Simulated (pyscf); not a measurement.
Optimised with ωB97X-D3(BJ)/def2-SVP in PySCF. Correlated levels are frozen-core, on RHF or UHF. ΔMP2 is the change of the MP2 total energy from the triple- to the quadruple-zeta basis. Singlets are restricted, triplets unrestricted.

Singlet (Å):
```xyz
5

O      0.5506    -1.1397    -0.4283
Ge     0.0604     0.2532    -1.4521
O     -0.0977     1.3763    -0.0873
H      0.7175    -1.9569    -0.9131
H      0.1097     0.9490     0.7570
```

Triplet (Å):
```xyz
5

O     -0.6789     1.5411    -0.5461
Ge     0.9137     0.7025    -0.6491
O      0.9574    -1.0461    -0.2127
H     -0.7596     1.9825     0.3109
H      0.8769    -1.5841    -1.0127
```

Question: For these two minima of `[OH][Ge][OH]`, which spin state lies lower at CCSD(T)/def2-TZVPP + ΔMP2(QZVPP), and by how much (electronic energies)?

Answer: The singlet, by 73.8 kcal/mol. Zero-point energy shifts E(triplet) − E(singlet) by -0.4 kcal/mol. Other isomers of HO–Ge:–OH [singlet] were not searched in full and may lie lower. 

E(triplet) − E(singlet) by level (kcal/mol):

| level | gap |
|---|---|
| ωB97X-D3(BJ)/def2-TZVP | +73.6 |
| PBE/def2-TZVP | +68.7 |
| r²SCAN/def2-TZVP | +66.2 |
| B3LYP-D3(BJ)/def2-TZVP | +72.3 |
| PBE0-D3(BJ)/def2-TZVP | +68.0 |
| M06-2X/def2-TZVP | +67.2 |
| ωB97M-D3(BJ)/def2-TZVP | +74.3 |
| HF/def2-TZVP | +55.0 |
| MP2/def2-QZVPP | +73.6 |
| CCSD/def2-TZVPP | +69.6 |
| CCSD(T)/def2-TZVPP | +70.2 |
| CCSD(T)/def2-TZVPP + ΔMP2(QZVPP) | +73.8 |

The triplet is the lowest one reached from the SCF start used. The CCSD(T) − MP2 part came from Ansatz, without density fitting, on the same reference. The frozen core leaves the outer d or s,p core shells of the metals and heavy elements correlated in the MP2 and CC values, and def2-TZVPP describes them poorly, which can shift differences by a few kcal/mol. Elements up to Kr have no core potential and no relativistic terms here.
